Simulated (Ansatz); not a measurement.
A nudged elastic band was laid between two geometries of BrH + Cl3H2HfN (9 atoms, charge 0, multiplicity 1).

Computed with RKS PBE/def2-SVP in Ansatz.

```json
{
  "movable images": "5",
  "climbing image": "yes",
  "spring": "5.0 eV/Å²",
  "optimiser": "quadratic models (default)",
  "start path": "through a guess of the saddle point",
  "force threshold": "0.03 eV/Å",
  "iteration limit": "60",
  "end points": "relaxed"
}
```

Image 0:

```xyz
9
Properties=species:S:1:pos:R:3
Hf -0.088 0.179 -0.014
N 0.073 -0.090 2.008
H -0.704 -0.415 2.600
H 0.718 0.452 2.602
Cl 2.093 0.426 -0.846
Cl -1.273 2.178 -0.367
Cl -1.351 -1.620 -0.839
Br 1.816 -2.956 2.177
H 1.048 -1.693 2.135
```

Image 6:

```xyz
9
Properties=species:S:1:pos:R:3
Hf 0.673 -0.273 0.064
N -0.300 -0.531 2.290
H -1.302 -0.287 2.311
H 0.160 0.068 2.992
Cl 1.602 -0.019 -2.092
Cl 0.167 2.004 0.509
Cl -1.125 -1.723 -0.486
Br 2.685 -1.280 1.228
H -0.227 -1.497 2.641
```

**Question.** What changes between the two ends?

**Answer.** Bonds broken: Br8–H9. Bonds formed: Hf1–Br8, N2–H9. BrH + Cl3H2HfN becomes BrCl3H3HfN.

**Question.** Give the energies along the band, and the barrier.

**Answer.** The run converged. The highest image is number 1 of 0 to 6, 1.3 kJ/mol above the first end and 164.9 kJ/mol above the last; the last end lies 163.6 kJ/mol below the first. A vibrational analysis at the climbing image gives one clearly imaginary mode, 40i cm⁻¹: a first-order saddle point. The orbitals stay closed-shell, which can raise the energy where a bond breaks towards radicals; this wasn't checked here.

| image | path coordinate (Å) | energy (kJ/mol) | Br8–H9 (Å) | Hf1–Br8 (Å) | N2–H9 (Å) |
| --- | --- | --- | --- | --- | --- |
| 0 | 0.00 | 0.0 | 1.48 | 4.27 | 1.88 |
| 1 | 0.68 | 1.3 | 1.51 | 3.68 | 1.74 |
| 2 | 1.64 | -80.7 | 2.01 | 2.92 | 1.10 |
| 3 | 2.60 | -141.2 | 2.64 | 2.59 | 1.03 |
| 4 | 3.56 | -144.7 | 2.77 | 2.58 | 1.03 |
| 5 | 4.52 | -155.0 | 2.94 | 2.56 | 1.03 |
| 6 | 5.48 | -163.6 | 3.24 | 2.53 | 1.03 |

**Question.** What is the geometry of the highest image?

**Answer.** 
```xyz
9
Properties=species:S:1:pos:R:3
Hf 0.007 0.028 0.071
N 0.068 -0.074 2.134
H -0.753 -0.325 2.704
H 0.674 0.532 2.705
Cl 2.168 0.388 -0.777
Cl -1.175 1.998 -0.402
Cl -1.329 -1.709 -0.777
Br 1.708 -2.808 1.682
H 0.964 -1.568 2.118
```

The band took 17 iterations and of the order of 12 core-minutes.

The run took 3.3 min on 4 threads of Arm Neoverse V2, with other jobs on the host, peak memory 0.26 GiB.
